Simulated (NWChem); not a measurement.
System: CHClFNOSi; SMILES O=C=N[Si@@H](F)Cl

Excerpt of the output:

```
             Northwest Computational Chemistry Package (NWChem) 7.3.0
             --------------------------------------------------------

                             Geometry "geometry" -> ""
                             -------------------------

 Output coordinates in angstroms (scale by  1.889725989 to convert to a.u.)

  No.       Tag          Charge          X              Y              Z
 ---- ---------------- ---------- -------------- -------------- --------------
    1 O                    8.0000     0.35638500    -3.32660900     0.23875500
    2 C                    6.0000     0.10934500    -2.20461800     0.05844400
    3 N                    7.0000    -0.14690500    -1.04708500    -0.12773200
    4 Si                  14.0000    -0.46085500     0.59243500    -0.42404800
    5 F                    9.0000    -1.70714500     1.03898800     0.49057300
    6 Cl                  17.0000     1.15684400     1.70860100     0.12605800
    7 H                    1.0000    -0.79615400     0.82600900    -1.83835200

 Effective nuclear repulsion energy (a.u.)     333.0865047470

  xc_inp: hfexch multiplicative factor not found.

                                 NWChem DFT Module
                                 -----------------

 Summary of "ao basis" -> "ao basis" (spherical)
 ------------------------------------------------------------------------------
       Tag                 Description            Shells   Functions and Types
 ---------------- ------------------------------  ------  ---------------------
 O                           6-31g*                  6       14   3s2p1d
 C                           6-31g*                  6       14   3s2p1d
 N                           6-31g*                  6       14   3s2p1d
 Si                          6-31g*                  8       18   4s3p1d
 F                           6-31g*                  6       14   3s2p1d
 Cl                          6-31g*                  8       18   4s3p1d
 H                           6-31g*                  2        2   2s

            General Information
            -------------------
          SCF calculation type: DFT
          Wavefunction type:  closed shell.
          No. of atoms     :     7
          No. of electrons :    62
           Alpha electrons :    31
            Beta electrons :    31
          Charge           :     0
          Spin multiplicity:     1
          Use of symmetry is: off; symmetry adaption is: off
          Maximum number of iterations: 150
          AO basis - number of functions:    94
                     number of shells:    42
          Convergence on energy requested:  1.00D-06
          Convergence on density requested:  1.00D-05
          Convergence on gradient requested:  5.00D-04

              XC Information
              --------------
                     Hartree-Fock (Exact) Exchange  1.000

      Superposition of Atomic Density Guess
      -------------------------------------

 Sum of atomic energies:       -1014.84679943

      Non-variational initial energy
      ------------------------------

 Total energy =   -1016.942103
 1-e energy   =   -2065.883230
 2-e energy   =     715.854622
 HOMO         =      -0.380941
 LUMO         =       0.068022

     ---------------------------------------------
      Total Density - Mulliken Population Analysis
     ---------------------------------------------

    Atom       Charge   Shell Charges
 -----------   ------   -------------------------------------------------------
    1 O    8     8.69   2.00  0.95  3.01  0.93  1.79  0.02
    2 C    6     4.87   2.00  0.68  1.45  0.28  0.36  0.10
    3 N    7     7.75   2.00  0.81  2.62  0.80  1.51  0.01
    4 Si  14    12.63   2.00  2.00  5.97  0.81  1.20  0.18  0.22  0.25
    5 F    9     9.61   2.00  0.95  3.47  1.00  2.18  0.01
    6 Cl  17    17.40   2.00  2.00  5.98  1.37  3.70  0.56  1.77  0.01
    7 H    1     1.05   0.46  0.59

[...]

                     NWChem Electrostatic Potential Fit Module
                     -----------------------------------------

 Atom parameters

 Number of atoms is                                    7
 Number of basis functions is                         94

 Grid parameters

 Maximum number of grid points is                  35570
 Number of grid points is                          35569
 Grid range                                     0.300000 nm
 Grid spacing                                   0.020000 nm
 Probe radius                                   0.070000 nm
 Atom radius factor                             1.000000

 Atomic radii

    1    0.100000
    6    0.147000
    7    0.140000
    8    0.136000
    9    0.128000
   14    0.187000
   17    0.169000
 FASTESP  F
  using M.O. file = ./job.movecs

    Atom              Coordinates                           Charge

                                                  ESP

    1 O     0.035639   -0.332661    0.023876   -0.445547
    2 C     0.010935   -0.220462    0.005844    0.797932
    3 N    -0.014691   -0.104709   -0.012773   -0.621973
    4 Si   -0.046086    0.059244   -0.042405    0.996816
    5 F    -0.170715    0.103899    0.049057   -0.332554
    6 Cl    0.115684    0.170860    0.012606   -0.263213
    7 H    -0.079615    0.082601   -0.183835   -0.131461
                                            ------------
                                                0.000000

 Dipole moment                                  0.698860

 Quadrupole moment Qxx                          1.499517
                   Qyy                        -11.780656
                   Qzz                         10.281139

 RMS deviation kJ/mol                           0.060738

 RRMS %                                        24.745623
```

Level: Hartree-Fock/6-31G* (spherical d). Coordinates come from a PBE0/def2-SVP optimisation.

Which NWChem input produces such a log?

Several could match; the one computed here: the input that was run:
```
start job
memory heap 200 mb stack 900 mb global 1100 mb
geometry units angstroms noautosym nocenter noautoz
  O      0.356385    -3.326609     0.238755
  C      0.109345    -2.204618     0.058444
  N     -0.146905    -1.047085    -0.127732
  Si    -0.460855     0.592435    -0.424048
  F     -1.707145     1.038988     0.490573
  Cl     1.156844     1.708601     0.126058
  H     -0.796154     0.826009    -1.838352
end
basis spherical
  O library 6-31g*
  C library 6-31g*
  N library 6-31g*
  Si library 6-31g*
  F library 6-31g*
  Cl library 6-31g*
  H library 6-31g*
end
dft
  xc hfexch
  iterations 150
  mulliken
end
task dft energy
esp
  recalculate
  probe 0.07
  range 0.3
  factor 1.0
  spacing 0.02
end
task esp
```
